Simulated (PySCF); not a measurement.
1,3-disilinane (C4H12Si2), SMILES C1CC[SiH2]C[SiH2]1.

Geometry: ωB97X-D3(BJ)/def2-SVP. The values are those of a single conformer.

Two levels are set side by side: TDA-PBE/def2-SVPD (PySCF) and TDA-LC-ωPBE/def2-SVPD (PySCF). Vertical, same geometry. The lowest singlet is HOMO→LUMO 99 % with PBE and HOMO→LUMO 67 %, HOMO→LUMO+3 14 % with the other functional; states are paired by order. Differences are taken from unrounded values.

```csv
quantity,TDA-LC-ωPBE,TDA-PBE,TDA-PBE minus TDA-LC-ωPBE
lowest singlet excitation (eV),8.10,6.38,-1.72
lowest triplet excitation (TDA) (eV),7.69,6.19,-1.50
```

A lower first singlet is the usual sign of a functional without exact exchange. Differences between two approximate levels are no errors against the true value.

Rough cost on one machine, each run with all the roots and properties that it gave: TDA-LC-ωPBE against TDA-PBE about 4 times.
